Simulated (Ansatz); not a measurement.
Diatomic IrC, multiplicity 2 (the spin of the measured ground state). No spin–orbit coupling.

```tsv
level	bond energy D_e (kJ/mol)
SVWN5/def2-TZVPP	866.0
PBE/def2-TZVPP	742.8
r2SCAN/def2-TZVPP	659.9
B97M-V/def2-TZVPP	629.5
B3LYP/def2-TZVPP	639.0
PBE0/def2-TZVPP	645.5
BHLYP/def2-TZVPP	513.8
CAM-B3LYP/def2-TZVPP	613.9
wB97X-V/def2-TZVPP	632.8
wB97M-V/def2-TZVPP	625.4
```

The rows run from 513.8 (BHLYP/def2-TZVPP) to 866.0 kJ/mol (SVWN5/def2-TZVPP). The 10 functionals in def2-TZVPP without D3 or D4 span 352.2, from BHLYP to SVWN5.

D_e counts from the fitted minimum to each atom's lowest state at the same level, without counterpoise.

Run with Ansatz (a first-principles code). Each number belongs to the level named beside it. In def2 rows elements past Kr take small-core potentials, without spin–orbit coupling.
